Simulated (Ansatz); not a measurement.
`[BH2][Al]([NH2])[NH2]` + `C=NC(=N)O` → `N=[C](O)[Al]([NH2])[NH2]` + `BN=C`  (formal exchange of groups at the Al–B bond)

Gas-phase electronic energies from Ansatz, PBE0-D4/def2-TZVP geometries. CBS: MP2 limit from def2 TZ/QZ plus the TZ coupled-cluster correction, frozen cores. DFT in def2-TZVPP. Each species was taken in one conformer, which may not be the lowest.

```json
{"level": "r2SCANh-D4", "ΔE (eV)": "-1.77"}
{"level": "ωB97M-V", "ΔE (eV)": "-1.75"}
{"level": "B2PLYP", "ΔE (eV)": "-1.79"}
{"level": "PBE0", "ΔE (eV)": "-1.70"}
{"level": "LC-ωPBE", "ΔE (eV)": "-1.66"}
{"level": "MP2/def2-SVP", "ΔE (eV)": "-1.73"}
{"level": "MP2/def2-TZVPP", "ΔE (eV)": "-1.73"}
{"level": "CCSD(T)/def2-TZVPP", "ΔE (eV)": "-1.65"}
```

(1) What does CCSD(T)/CBS give? (An estimate is asked.)

Largest T1 diagnostic among the species: 0.016.

## Answers

(1) Computed: -1.68 eV. The listed levels differ from it by -0.09, -0.07, -0.11, -0.02, 0.02, -0.05, -0.05, 0.03 eV.

In def2-TZVPP, CCSD(T) changes the Hartree–Fock value by −0.24 eV (the triples alone add −0.04 eV) and MP2 by −0.31 eV. From BLYP to BHLYP (50 % exact exchange), in def2-TZVPP and without D4, ΔE moves by +0.26 eV. Leaving LDA and LC-ωPBE aside and taking each functional with its dispersion term where it has one, the values, not all of them listed here, spread over 0.31 eV, from BLYP-D4 to ωB97X-V. LDA lies −0.06 eV from PBE without D4.
